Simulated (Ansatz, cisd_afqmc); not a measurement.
Species: SiHF2, charge 0, doublet. SiHF2 (SMILES F[SiH]F, doublet).
B3LYP-D3(BJ)/def2-TZVP minimum from Ansatz (an electronic-structure program):
```
Si
F 1 1.5990
F 1 1.5990 2 107.23
H 1 1.4916 2 107.47 3 -115.28
```
Charge 0, spin multiplicity 2.

Total energies in cc-pV(D+d)Z, 19 correlated electrons, 7 frozen orbitals. Open shells are spin-unrestricted; no spin-orbit coupling. Correlated methods leave the cores frozen. No relativity. AFQMC/CISD: phaseless, guided by CISD from CCSD amplitudes; bars are statistical, one sigma. Outlying blocks are dropped, and bars are widened where a walk drifts. Over all cases where full CI ran beside it in this data, AFQMC minus full CI had a median of +0.1 mEh and passed +0.4 mEh in a tenth of the cases.

| method | program | energy (Eh) | minus CCSDT(Q) (mEh) |
|---|---|---|---|
| HF | Ansatz | -488.47433 | 474.83 |
| MP2 | Ansatz | -488.92695 | 22.21 |
| CCSD | Ansatz | -488.93990 | 9.26 |
| CCSD(T) | Ansatz | -488.94756 | 1.60 |
| CCSDT(Q) | Ansatz | -488.94916 | 0.00 |
| AFQMC/CISD | cisd_afqmc | -488.9492 ± 0.0004 | -0.1 ± 0.4 |

Rough core times of Ansatz's runs on a shared machine: CCSD(T) under 20 s, CCSDT(Q) 4 min.
